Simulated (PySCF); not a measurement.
SMILES C[CH](C)[Ga]([F])[F] at its B3LYP/def2-SVP optimised geometry (Å):

```
13

Ga    -1.3202    -0.0017     0.0000
F     -2.3135     1.4490     0.0000
F     -2.3232    -1.4451    -0.0366
C      0.6588    -0.0017     0.0000
C      1.2233    -1.2763     0.6420
C      1.2212     1.2882     0.6124
H      0.8993    -0.0142    -1.0794
H      2.3232    -1.2996     0.5444
H      0.9920    -1.3280     1.7188
H      0.8268    -2.1907     0.1740
H      0.8270     2.1907     0.1203
H      2.3215     1.3085     0.5189
H      0.9852     1.3672     1.6865
```

Calculation: B3LYP/def2-TZVP (PySCF). Cells within 0.4 Å of a nucleus heavier than hydrogen are left out (blank, or x).

Map of the HOMO−1 amplitude (bohr^(-3/2)) on the plane z = 0.0 Å; orbital energy -10.01 eV, overall sign arbitrary:

```
|11111111111111111111111111111|
|11111111111111111111111111111|
|11111111111111112211111111111|
|11111111111111222222111111111|
|11111111111112222222211111111|
|11111111111122223332221111111|
|11111111111222235543221111111|
|11111111122222347853221111111|
|11111001222222357874321111111|
|111110xx322222357985321111111|
|111110xx422222347996321111111|
|11111112221111246886321111111|
|11111112211111135664321111111|
|1111111221x11001x654221111111|
|111111122xxx100xxx53221111111|
|1111111121x11000x654321111111|
|11111112211111125664322111111|
|11111112221111246886322111111|
|111110xx422222347996322111111|
|111110xx322222347885321111111|
|11111001222222347864321111111|
|11111111122222346753221111111|
|11111111111222234443221111111|
|11111111111122223332221111111|
|11111111111112222222211111111|
|11111111111111222222111111111|
|11111111111111112211111111111|
|11111111111111111111111111111|
|11111111111111111111111111111|
```
Scale: ten equal steps from -0.025 (start of '0') to 0.114 (end of '9'), in the order '0123456789'; x runs from -4.50 to 4.50, y from -4.50 (bottom) to 4.50 (top).
